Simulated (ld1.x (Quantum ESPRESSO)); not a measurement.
V: one change to a TM potential, before and after

- Element: V
- Generator: ld1.x (Quantum ESPRESSO) 7.5
- Type: norm-conserving Troullier–Martins (Kleinman–Bylander form)
- Functional: LDA (PZ)
- Relativity: scalar-relativistic
- Frozen core: [Ne] 3s2
- Valence charge: 11
- Reference configuration: 3p6 3d3 4s1 4p0 (charge +1)
- Partial waves: 4s (bound): rc 2.85 bohr; 3p (bound): rc 1.55 bohr; 3d (bound): rc 2.00 bohr
- Local potential: all-electron potential smoothed inside 2.15 bohr (lloc = -2)
- Core correction: none

Change: wave 4s (bound): rc 2.85 bohr becomes 4s (bound): rc 1.96 bohr.

Cutoffs: the cutoffs (Ry, on a coarse ladder) from which the occupation-weighted sum of valence levels, in a spherical-Bessel basis at the reference potential, stays within 10 and 1 mRy of its value at 400 Ry; they do not see the model core or the augmentation charge, which bear on the density cutoff. Errors are all-electron minus pseudo energies relative to the spin-unpolarised reference configuration.

Task: What does the change do?

Result: The potential gets neither clearly harder nor softer (60 Ry and 90 Ry → 60 Ry and 90 Ry); the d channel sets the loose cutoff, while the largest relative change is in s, which becomes harder; of the 9 tests that both files solve, the error grows in 3 and shrinks in 4 by more than 15 % and 0.3 meV (median size 14.1 → 41.6 meV); neither file shows a bound ghost.

```tsv
quantity	base	changed
cutoff, loose	60 Ry	60 Ry
cutoff, tight	90 Ry	90 Ry
loose cutoff by channel (10 mRy a level)	s 6 Ry, p 40 Ry, d 50 Ry	s 15 Ry, p 40 Ry, d 50 Ry
bound ghosts	none	none
error for 3p6 3d3 4s2 4p0, meV [ΔE -7.94 eV]	+2.4	+5.2
error for 3p6 3d3 4s0 4p0, meV [ΔE 14.55 eV]	-4.7	-0.4
error for 3p6 3d2 4s0 4p0, meV [ΔE 43.70 eV]	+71	+42
error for 3p6 3d3 4s1.5 4p0, meV [ΔE -4.76 eV]	+0.8	+1.6
error for 3p6 3d2 4s2 4p0, meV [ΔE 3.28 eV]	+10	+95
error for 3p6 3d4 4s1 4p0, meV [ΔE -7.40 eV]	-14	-3.1
error for 3p5 3d3 4s2 4p0, meV [ΔE 42.94 eV]	-331	-151
error for 3p6 3d3 4s1 4p0 (spin-polarised), meV [ΔE -2.37 eV]	+414	+414
error for 3p6 3d3 4s2 4p0 (spin-polarised), meV [ΔE -9.57 eV]	+386	+390
```
